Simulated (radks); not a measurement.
Polarisability of the zirconium ion Zr4+, [Kr], at imaginary frequency. All-electron calculation, scalar-relativistic Kohn-Sham, LDA (Slater exchange, Perdew-Wang correlation), spin-unpolarised, spherical densities, finite nucleus; Fermi nuclear charge, rms radius 4.2694 fm. Program: a radial shooting solver on a logarithmic mesh with Libxc functionals. Response by self-consistent Sternheimer equations with the Hartree and adiabatic LDA kernel, the relativistic mass of each level held fixed and spin-orbit coupling left out.

w (hartree),alpha1(iw) (bohr^3),alpha2(iw) (bohr^5)
0.00266,2.987,5.926
0.0143,2.987,5.925
0.0360,2.985,5.924
0.0697,2.981,5.919
0.118,2.969,5.907
0.186,2.944,5.880
0.280,2.890,5.822
0.413,2.785,5.706
0.605,2.586,5.475
0.892,2.239,5.032
1.35,1.713,4.237
2.12,1.082,3.017
3.59,0.5375,1.615
6.94,0.2085,0.5700
17.5,0.05487,0.1086

Static values: alpha1 = 2.987 bohr^3 (0.4426 angstrom^3; uncoupled 4.744), alpha2 = 5.926 bohr^5, alpha3 = 24.22 bohr^7. C6 = 10.75, C8 = 122.8, triple-dipole C9 = 23.47 atomic units. One-pole (London) frequency 4 C6 / (3 alpha1^2) = 1.607 hartree, against 2.680 for minus the highest occupied eigenvalue.
